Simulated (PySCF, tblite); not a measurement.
C7H7N3.
SMILES: `Cc1cccc2cnnn12`

Level of theory: PBE0/pcSseg-1 in PySCF (dipole) on a GFN2-xTB geometry, gas phase.

Take the most abundant isotopes and a rigid rotor. 

Q: What are A, B and C (GHz)?

A: Ia = 225.88, Ib = 305.90, Ic = 528.69 u·Å²; 505379 MHz·u·Å²/I gives 2237, 1652 and 955.9 MHz, that is A = 2.2374, B = 1.6521, C = 0.9559 GHz.

Q: Classify the top.

A: An asymmetric top. Ray's parameter κ = (2B − A − C)/(A − C) = 0.087; −1 is the prolate and +1 the oblate limit.

Q: Is it planar, by Δ = Ic − Ia − Ib?

A: Not planar: Δ = Ic − Ia − Ib = -3.09 u·Å². For a rigid frame Δ = −2 Σ m c², so Σ m c² = 1.54 u·Å² lies off the ab plane, practically all of it from hydrogen. The atom farthest from that plane is 0.88 Å away.

Q: Give the other two planar moments, Paa and Pbb, and the rms extents of the mass along the axes.

A: Paa = Σ m a² = (Ib + Ic − Ia)/2 = 304.35 and Pbb = Σ m b² = (Ia + Ic − Ib)/2 = 224.34 u·Å². With the mass M = 133.06 u, the rms extents √(P/M) along a, b and c are 1.51, 1.30, 0.11 Å.

Q: Where do the levels up to J = 5 lie, in MHz?

A: Above 0(0,0):
J = 1: 1(0,1) 2608, 1(1,1) 3193, 1(1,0) 3889
J = 2: 2(0,2) 7468, 2(1,2) 7713, 2(1,1) 9802, 2(2,1) 11558, 2(2,0) 11913
J = 3: 3(0,3) 14235, 3(1,3) 14306, 3(1,2) 18351, 3(2,2) 19382, 3(2,1) 20794, 3(3,1) 24235, 3(3,0) 24367
J = 4: 4(0,4) 22858, 4(1,4) 22875, 4(1,3) 29081, 4(2,3) 29519, 4(2,2) 32701, 4(3,2) 35138, 4(3,1) 35894, 4(4,1) 41309, 4(4,0) 41350
J = 5: 5(0,5) 33370, 5(1,5) 33374, 5(1,4) 41647, 5(2,4) 41787, 5(2,3) 47221, 5(3,3) 48605, 5(3,2) 50764, 5(4,2) 55121, 5(4,1) 55437, 5(5,1) 62828, 5(5,0) 62839
Those of J = 1 are B + C, A + C and A + B.

Q: Predict some low-J microwave lines.

A: The dipole components are |μa| = 3.98 D, |μb| = 2.05 D, |μc| = 0.00 D; the mirror of this Cs structure is the ab plane, so μc vanishes by symmetry and there are no c-type lines. Intensities carry the squares of the components, which stand as 1.00 : 0.26 (a : b). Some lines, for components of 0.1 D or more:

```
type  branch         J(Ka,Kc)    MHz  lower level (cm⁻¹)
   a       Q  2(2,0) ← 2(2,1)    356               0.386
   a       Q  1(1,0) ← 1(1,1)    696               0.107
   a       Q  3(2,1) ← 3(2,2)   1413               0.647
   b       Q  2(2,0) ← 2(1,1)   2111               0.327
   b       Q  2(1,1) ← 2(0,2)   2333               0.249
   b       Q  3(2,1) ← 3(1,2)   2443               0.612
   a       R  1(0,1) ← 0(0,0)   2608               0.000
   b       R  1(1,1) ← 0(0,0)   3193               0.000
   b       Q  2(2,1) ← 2(1,2)   3844               0.257
   a       Q  3(1,2) ← 3(1,3)   4045               0.477
   b       Q  3(1,2) ← 3(0,3)   4116               0.475
   b       R  2(0,2) ← 1(1,1)   4275               0.107
   a       R  2(1,2) ← 1(1,1)   4520               0.107
   b       Q  3(3,1) ← 3(2,2)   4853               0.647
   a       R  2(0,2) ← 1(0,1)   4860               0.087
   a       R  2(1,1) ← 1(1,0)   5912               0.130
   b       R  3(0,3) ← 2(1,2)   6522               0.257
   a       R  3(1,3) ← 2(1,2)   6593               0.257
   b       R  3(1,2) ← 2(2,1)   6794               0.386
   b       R  3(1,3) ← 2(0,2)   6838               0.249
   b       R  2(2,1) ← 1(1,0)   7668               0.130
   a       R  3(2,2) ← 2(2,1)   7824               0.386
   a       R  3(1,2) ← 2(1,1)   8549               0.327
   b       R  2(2,0) ← 1(1,1)   8720               0.107
   a       R  3(2,1) ← 2(2,0)   8881               0.397
   b       R  3(2,2) ← 2(1,1)   9580               0.327
   b       R  3(3,0) ← 2(2,1)  12810               0.386
```

Its GFN2-xTB frequencies are all real (lowest 89 cm⁻¹). No vibrational averaging or centrifugal distortion is included, and the geometry carries the error of its method. A rigid rotor knows nothing of internal rotation, which can split or shift real lines. Quadrupole hyperfine structure (14N) is left out.
